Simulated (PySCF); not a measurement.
**Radial density of B²⁺ (boron, charge +2)**

M06, [He] 2p1, 2P determinant (an excited configuration). Computed with PySCF 2.14 in aug-cc-pwCVQZ, with the non-relativistic Hamiltonian (point nucleus).

```json
{"r (bohr)": "0.00493", "4πr²ρ (e/bohr)": "0.02047", "4πr²(ρα − ρβ)": "0.0000"}
{"r (bohr)": "0.00829", "4πr²ρ (e/bohr)": "0.05589", "4πr²(ρα − ρβ)": "-0.0001"}
{"r (bohr)": "0.0140", "4πr²ρ (e/bohr)": "0.1494", "4πr²(ρα − ρβ)": "-0.0003"}
{"r (bohr)": "0.0235", "4πr²ρ (e/bohr)": "0.3837", "4πr²(ρα − ρβ)": "-0.0008"}
{"r (bohr)": "0.0395", "4πr²ρ (e/bohr)": "0.9243", "4πr²(ρα − ρβ)": "-0.0020"}
{"r (bohr)": "0.0664", "4πr²ρ (e/bohr)": "1.996", "4πr²(ρα − ρβ)": "-0.0046"}
{"r (bohr)": "0.112", "4πr²ρ (e/bohr)": "3.608", "4πr²(ρα − ρβ)": "-0.0071"}
{"r (bohr)": "0.188", "4πr²ρ (e/bohr)": "4.889", "4πr²(ρα − ρβ)": "0.0037"}
{"r (bohr)": "0.316", "4πr²ρ (e/bohr)": "4.195", "4πr²(ρα − ρβ)": "0.0577"}
{"r (bohr)": "0.531", "4πr²ρ (e/bohr)": "1.862", "4πr²(ρα − ρβ)": "0.2235"}
{"r (bohr)": "0.894", "4πr²ρ (e/bohr)": "0.6896", "4πr²(ρα − ρβ)": "0.5092"}
{"r (bohr)": "1.50", "4πr²ρ (e/bohr)": "0.5645", "4πr²(ρα − ρβ)": "0.5619"}
{"r (bohr)": "2.53", "4πr²ρ (e/bohr)": "0.1772", "4πr²(ρα − ρβ)": "0.1772"}
{"r (bohr)": "4.25", "4πr²ρ (e/bohr)": "0.007753", "4πr²(ρα − ρβ)": "0.0078"}
```

**Question.** Where is the radial spin density 4πr²(ρα − ρβ) most negative, and why is it negative at all?

**Answer.** Around r = 0.112 bohr, down to -0.0071 e/bohr: exchange with the open shell polarises the paired shells in an unrestricted calculation.
